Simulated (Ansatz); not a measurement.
A nudged elastic band was laid between two geometries of C₃H₁₁FSi₂ (17 atoms, charge 0, multiplicity 1).

These are results of RKS B3LYP-D4/6-31G* in Ansatz 0.2.0, not measurements.

```json
{
 "movable images": "5",
 "climbing image": "yes",
 "spring": "5.0 eV/Å²",
 "optimiser": "quadratic models (default)",
 "start path": "IDPP",
 "force threshold": "0.05 eV/Å",
 "iteration limit": "60",
 "end points": "relaxed"
}
```

Image 0:

```xyz
17
Properties=species:S:1:pos:R:3
C -1.301 -1.104 -0.302
C -0.021 -0.677 0.406
C 0.835 -1.869 0.813
F -0.418 -0.024 1.616
Si 0.957 0.680 -0.547
Si -0.240 2.687 -0.368
H -1.873 -1.782 0.342
H -1.071 -1.628 -1.236
H -1.936 -0.244 -0.538
H 1.200 -2.405 -0.071
H 1.701 -1.549 1.402
H 0.245 -2.568 1.419
H 2.309 0.818 0.064
H 1.139 0.268 -1.970
H -1.679 2.448 -0.670
H 0.270 3.707 -1.327
H -0.135 3.239 1.008
```

Image 6:

```xyz
17
Properties=species:S:1:pos:R:3
C -0.901 -1.895 -0.675
C -0.392 -0.682 0.092
C 0.512 -1.075 1.255
F -1.540 -0.044 0.662
Si 0.371 0.674 -1.041
Si 0.377 2.693 0.150
H -1.396 -2.595 0.010
H -0.072 -2.422 -1.162
H -1.621 -1.602 -1.445
H 1.411 -1.585 0.891
H 0.823 -0.201 1.835
H -0.023 -1.757 1.927
H 1.749 0.274 -1.454
H -0.458 0.793 -2.273
H -1.001 3.240 0.264
H 1.235 3.712 -0.518
H 0.908 2.470 1.523
```

Question: What changes between the two ends?

Answer: No bond is made or broken. The dihedral F4–C2–Si5–H13 goes from 77 to 167°. The two ends are copies of one structure, up to a mirror image or an exchange of like atoms.

Question: Give the energies along the band, and the barrier.

Answer: It converged. The highest image is number 3 of 0 to 6, 4.4 kJ/mol above the ends, which have the same energy within 2 meV. A vibrational analysis at the climbing image gives one clearly imaginary mode, 45i cm⁻¹: a first-order saddle point.

| image | path coordinate (Å) | energy (kJ/mol) | dihedral F4–C2–Si5–H13 (°) |
| --- | --- | --- | --- |
| 0 | 0.00 | 0.0 | 77 |
| 1 | 0.89 | 1.3 | 91 |
| 2 | 1.78 | 3.4 | 106 |
| 3 | 2.68 | 4.4 | 122 |
| 4 | 3.58 | 3.3 | 137 |
| 5 | 4.48 | 1.2 | 152 |
| 6 | 5.38 | 0.0 | 167 |

Question: What is the geometry of the highest image?

Answer: 
```xyz
17
Properties=species:S:1:pos:R:3:forces:R:3
C -1.170 -1.540 -0.551 -0.02 -0.01 -0.01
C -0.215 -0.673 0.260 0.00 -0.01 0.00
C 0.743 -1.506 1.103 0.01 -0.01 0.02
F -1.025 0.060 1.182 -0.01 0.01 0.01
Si 0.695 0.650 -0.821 0.02 0.02 -0.02
Si 0.035 2.773 -0.085 0.00 0.00 -0.01
H -1.719 -2.219 0.114 0.00 0.00 0.00
H -0.623 -2.142 -1.285 0.00 0.00 0.00
H -1.899 -0.926 -1.090 0.00 0.00 0.00
H 1.403 -2.105 0.466 0.00 0.00 0.00
H 1.370 -0.867 1.734 0.00 0.00 0.00
H 0.179 -2.184 1.754 0.00 0.00 0.00
H 2.172 0.476 -0.696 0.00 0.00 0.00
H 0.350 0.452 -2.259 0.00 0.00 0.00
H -1.433 2.950 -0.235 0.00 -0.01 0.00
H 0.716 3.827 -0.892 -0.01 0.01 0.01
H 0.402 2.973 1.342 0.00 -0.01 0.00
```

Question: What are the harmonic wavenumbers there?

Answer: 45i, 103, 148, 234, 244, 245, 292, 352, 357, 372, 409, 443, 538, 592, 605, 712, 787, 861, 899, 942, 949, 951, 956, 958, 1034, 1178, 1214, 1233, 1431, 1447, 1502, 1516, 1518, 1538, 2215, 2225, 2229, 2249, 2258, 3044, 3049, 3113, 3118, 3127, 3130 cm⁻¹.

Run time: 2.2 min on 2 threads of Arm Neoverse V1 (shared host), peak memory 0.32 GiB.
